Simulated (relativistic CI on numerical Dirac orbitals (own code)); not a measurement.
## d1 to d9 in one octahedral field

Computed with a parametric ligand-field model without spin-orbit coupling, by exact diagonalisation: B = 360, C = 1660, 10Dq = 35000 cm⁻¹ (Oh; |10Dq|/B = 97.2) for every shell. Energies in cm⁻¹; the field energy is (0.6 n_e − 0.4 n_t2) × 10Dq of the ground term; g labels are left out. So small a B with so large a field is typical of 4d and 5d ions, where spin-orbit coupling, left out here, reaches 1,000 to 4,000 cm⁻¹.

```
Shell  Ground term  Electrons in e  Field energy  First spin-allowed bands  Lowest term of other spin
   d1          2T2           0.000        -14000                  2E 35000                           
   d2          3T1           0.003        -27889      3T2 34042, 3T1 38483                   1T2 5557
   d3          4A2           0.000        -42000      4T2 35000, 4T1 39174                    2E 7968
   d4          3T1           0.006        -55800       3E 33272, 3T1 33691                   1T2 5072
   d5          2T2           0.011        -69600      2A2 32664, 2T1 32791                  4T1 26946
   d6            ?               ?             ?                         ?                          ?
   d7           2E           1.006        -62800      2T1 33554, 2T2 34014                  4T1 27029
   d8          3A2           2.000        -42000      3T2 35000, 3T1 39174                    1E 6178
   d9           2E           3.000        -21000                 2T2 35000
```

Task: Fill in the row of d6.

Result: Ground term: 1A1; Electrons in e: 0.010; Field energy: -83667; First spin-allowed bands: 1T1 33629, 1T2 39056; Lowest term of other spin: 3T1 30202. Low spin: d4, d5, d6, d7; the other shells keep the spin of the free ion. Only d4 to d7 can choose; the field needed to pair spins is smallest for d6 and largest for d5, which loses most exchange energy. In the strong-field picture 10Dq must exceed about 6B + 5C = 10460 (d4), 7.5B + 5C = 11000 (d5), 2.5B + 4C = 7540 (d6) and 4B + 4C = 8080 (d7); mixing of terms shifts these bounds somewhat.
